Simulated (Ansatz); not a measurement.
A search over several starts for the lowest SCF solution of CrF₃⁻ at the given spin, in a small basis.

```yaml
crystal:
  periodic: [false, false, false]
  atoms:
    - {symbol: Cr, position_ang: [-0.000096, 0.000050, 0.009729]}
    - {symbol: F, position_ang: [1.725032, -0.026149, 0.009180]}
    - {symbol: F, position_ang: [-0.839721, 1.507007, -0.019615]}
    - {symbol: F, position_ang: [-0.885215, -1.480908, 0.000706]}
basis:
  gaussian: {orbitals: def2-SVP}
total_charge: -1
magnetization: {spin_polarized: true, initial_magnetization: 4}
hamiltonian: {xc: pbe0, dispersion: d4}
output: {orbitals: {seedname: orbitals}}
```

```sh
$ ansatz run in.yaml --threads 4 --pin off --events-out ev --progress --plain --max-ram 3916MiB
```

Output, abridged:

```
Functional definition: PBE0
733 factors; integrals over basis functions are off by at most 7.1e-4 eV
mean field evaluation 1: about -36550.9450 eV, gradient 1.2e1 eV
mean field evaluation 2: about -36550.3836 eV, gradient 1.9e1 eV
mean field evaluation 4: about -36552.1636 eV, gradient 2.4e0 eV
mean field evaluation 8: about -36552.3206 eV, gradient 2.7e-1 eV
mean field evaluation 16: about -36552.3209 eV, gradient 3.7e-4 eV
mean field evaluation 32: about -36552.3211 eV, gradient 7.5e-5 eV
mean field evaluation 64: about -36552.3212 eV, gradient 6.0e-3 eV
mean field -36552.32127781 eV, -1343.2730309061 hartree, gradient 2.5e-6 eV, S^2 6.009497; 6 other end points of the search recorded, 0 dependent functions left out
reference -36552.32133410 eV, -1343.2730329750 hartree; 28, 24 occupied and 45, 49 virtual orbitals, 733 factors
Total energy: -36552.37882241 eV, -1343.2751456315 hartree
```

It took 10 s on 4 threads of Arm Neoverse V1 on a shared host.

The highest occupied level of the charge -1 quintet lies above zero (up to 1.89 eV). By energy differences its removal costs 1.34 eV (vertical, to the charge 0 quartet, at PBE0-D4/def2-TZVPD).
